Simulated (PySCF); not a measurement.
Run record: excited-state job, `[SiH3][SiH2]B(Cl)Cl`.

Computed with TDDFT CAM-B3LYP/def2-SVPD, vertical, gas phase, core orbitals frozen in the response (PySCF 2.14.0, density-fitted response routines). Geometry: GFN2-xTB. The input is one job of a driver script: a line of settings, then coordinates in Å.

Input:
```
{"job": {"kind": "uv", "xc": "CAM-B3LYP", "basis": "def2-SVPD", "nstates": 8, "ntriplets": 3}, "charge": 0, "multiplicity": 1}
Si     1.639285    -0.347638    -0.275992
Si    -0.344734     0.856458    -0.096986
B     -1.847975    -0.303594     0.443530
Cl    -2.793246    -1.157637    -0.722450
Cl    -2.195400    -0.631182     2.103244
H      2.744267     0.494385    -0.734129
H      2.046192    -0.927173     1.006497
H      1.529857    -1.463879    -1.219360
H     -0.617776     1.522235    -1.379258
H     -0.151587     1.962680     0.852379
```

Q: Estimate the output.

A: 
```
coarse grid: 10688 points
cycle   1  E = -1526.6340037382  dE =  3.029e-01  |g| = 3.165e-01  |ddm| = 3.560e+00
cycle   2  E = -1526.6391260966  dE = -5.122e-03  |g| = 3.329e-01  |ddm| = 8.483e-01
cycle   3  E = -1526.6704051086  dE = -3.128e-02  |g| = 2.659e-02  |ddm| = 4.703e-01
cycle   4  E = -1526.6707225999  dE = -3.175e-04  |g| = 1.166e-02  |ddm| = 1.038e-01
cycle   5  E = -1526.6707741481  dE = -5.155e-05  |g| = 1.445e-03  |ddm| = 2.472e-02
cycle   6  E = -1526.6707753176  dE = -1.170e-06  |g| = 4.616e-04  |ddm| = 4.919e-03
final grid: 85416 points
cycle   7  E = -1526.8412279107  dE = -7.808e-06  |g| = 1.695e-03  |ddm| = 2.839e-02
cycle   8  E = -1526.8412283104  dE = -3.996e-07  |g| = 1.168e-03  |ddm| = 4.618e-03
cycle   9  E = -1526.8412286282  dE = -3.178e-07  |g| = 1.679e-04  |ddm| = 1.785e-03
cycle  10  E = -1526.8412286365  dE = -8.306e-09  |g| = 6.413e-05  |ddm| = 3.245e-04
cycle  11  E = -1526.8412286380  dE = -1.457e-09  |g| = 9.322e-06  |ddm| = 1.191e-04
cycle  12  E = -1526.8412286380  dE = -3.456e-11  |g| = 3.318e-06  |ddm| = 2.344e-05
converged SCF energy = -1526.8412286380

Static polarisability (au): isotropic 99.512, principal 87.214 97.014 114.308

Singlet excitations
state   eV       nm        f      main configurations
  1   4.8252    257.0   0.02992   H->L 0.79, H-1->L 0.18
  2   5.5690    222.6   0.00001   H-2->L 0.91
  3   6.0401    205.3   0.17383   H-1->L 0.79, H->L 0.18
  4   6.6776    185.7   0.08911   H-4->L 0.49, H-3->L 0.41
  5   6.7868    182.7   0.01323   H-4->L 0.41, H-3->L 0.38, H-6->L 0.13
  6   7.4202    167.1   0.00030   H->L+3 0.85
  7   7.5227    164.8   0.02545   H->L+1 0.66, H-5->L 0.10
  8   7.6293    162.5   0.06833   H-5->L 0.43, H-8->L 0.26, H->L+1 0.18

Triplet excitations (Tamm-Dancoff, eV): 4.0623 5.3977 5.4528
```

The SCF starts on a coarse grid where the log names one; the energy can jump when the final grid takes over, and dE then counts from the start density on the new grid. H and L stand for HOMO and LUMO; the number after each pair is its weight.

Q: Give S1 in cm⁻¹ and kJ/mol.

A: 4.8252 eV × 8065.54 = 38918 cm⁻¹; × 96.485 = 465.6 kJ/mol.

Q: Which computed singlet has the largest oscillator strength, and what do all of them sum to?

A: State 3 at 6.04 eV (205 nm), f = 0.174; the 8 states sum to 0.400.

Summary of the converged run: HOMO -9.61 eV, LUMO -1.19 eV; lowest singlet 4.83 eV; lowest triplet 4.06 eV (Tamm–Dancoff); mean polarisability 99.5 au.

Q: How long does this job take on one thread, x86-64 server, no GPU, on a shared host?

A: About 14 s.

One conformer stands for the species.
Labels such as C1 count atoms from 1, the log's own numbers from 0.
